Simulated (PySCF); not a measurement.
PySCF 2.14 output of an unrestricted TPSS calculation on a single atom or ion in aug-cc-pVDZ-X2C (7s6p4d, 45 functions), with the spin-free X2C one-electron Hamiltonian (Gaussian nucleus):

```
SCF conv_tol = 1e-09
number electrons alpha = 18  beta = 18
    J. Tao, J. P. Perdew, V. N. Staroverov, and G. E. Scuseria.,  Phys. Rev. Lett. 91, 146401 (2003)
    J. P. Perdew, J. Tao, V. N. Staroverov, and G. E. Scuseria.,  J. Chem. Phys. 120, 6898 (2004)
    J. Tao, J. P. Perdew, V. N. Staroverov, and G. E. Scuseria.,  Phys. Rev. Lett. 91, 146401 (2003)
    J. P. Perdew, J. Tao, V. N. Staroverov, and G. E. Scuseria.,  J. Chem. Phys. 120, 6898 (2004)
cycle= 1 E= -2980.74164113845  delta_E= -0.000675  |g|= 0.00113  |ddm|= 0.0991
cycle= 2 E= -2980.74164141499  delta_E= -2.77e-07  |g|= 3.49e-05  |ddm|= 0.00168
cycle= 3 E= -2980.74164141534  delta_E= -3.56e-10  |g|= 1.14e-06  |ddm|= 9.24e-05
converged SCF energy = -2980.74164141534  <S^2> = -1.4210855e-14  2S+1 = 1
```

The run itself started from symmetry-adapted Hartree-Fock orbitals and held the occupation by maximum overlap, on a logarithmic radial grid, so the iterations belong to that start.

**Question.** Which element, charge and spin multiplicity is this?

**Answer.** Rb⁺ (rubidium, charge +1), multiplicity 1; the state was [Kr], closed-shell 1S.
